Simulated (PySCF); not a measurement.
## Ionisation energy of V+ by level of theory

V+ [Ar] 3d4 (5D) → V(2+) [Ar] 3d3 (4F), as a difference of total energies. All numbers are calculated (PySCF 2.14, scalar relativity by spin-free X2C-1e, in aug-cc-pVTZ-DK (8s7p5d3f2g, 93 functions)). Correlated levels: valence: [Ar] frozen. The calculations carry no spin-orbit coupling.

| method | ionisation energy (eV) | difference from reference (eV) |
| --- | --- | --- |
| UHF | 13.173 | -1.461 |
| MP2 (valence) | 13.930 | -0.704 |
| SCS-MP2 (valence) | 13.425 | -1.209 |
| CCSD (valence) | 14.009 | -0.625 |
| CCSD(T) (valence) | 14.032 | -0.602 |

Reference: 14.634 ± 0.007 eV (measured; NIST Atomic Spectra Database, ionization energies).

The reference lies between the lowest fine-structure levels, while these numbers refer to the centres of the terms.

Errors of the correlated levels include the incompleteness of this basis and the frozen core.
